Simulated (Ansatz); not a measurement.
```yaml
atoms:
  - { symbol: C, position_ang: [1.5087, 0.0000, 0.0000] }
  - { symbol: C, position_ang: [0.8325, 1.3240, 0.0000] }
  - { symbol: C, position_ang: [-0.6815, 1.3100, 0.0000] }
  - { symbol: C, position_ang: [-1.4280, 0.0000, 0.0000] }
  - { symbol: C, position_ang: [-0.6815, -1.3100, 0.0000] }
  - { symbol: C, position_ang: [0.8325, -1.3240, 0.0000] }
  - { symbol: H, position_ang: [1.4323, 2.3413, 0.0000] }
  - { symbol: H, position_ang: [-1.2762, 2.3306, 0.0000] }
  - { symbol: H, position_ang: [-2.6080, 0.0000, 0.0000] }
  - { symbol: H, position_ang: [-1.2762, -2.3306, 0.0000] }
  - { symbol: H, position_ang: [1.4323, -2.3413, 0.0000] }
```

Basis set: cc-pVDZ (spherical functions). Correlated methods keep 6 orbitals frozen. Charge 0, multiplicity 2.

Computed with Ansatz (development build ahead of 0.2.0); each method stands on the lowest determinant of its kind that the runs found.

The atomization energy at this shape (free ground-state atoms in the same class of orbitals less the molecule, no zero-point energy) of doublet C6H5:

```json
{"method": "UHF", "atomization energy": "37.85 eV"}
```

Question: What does UHF-MP2 give?

Answer: 48.08 eV. Caution: the shape is not the minimum; the unrestricted determinant is a mixture of spin states.
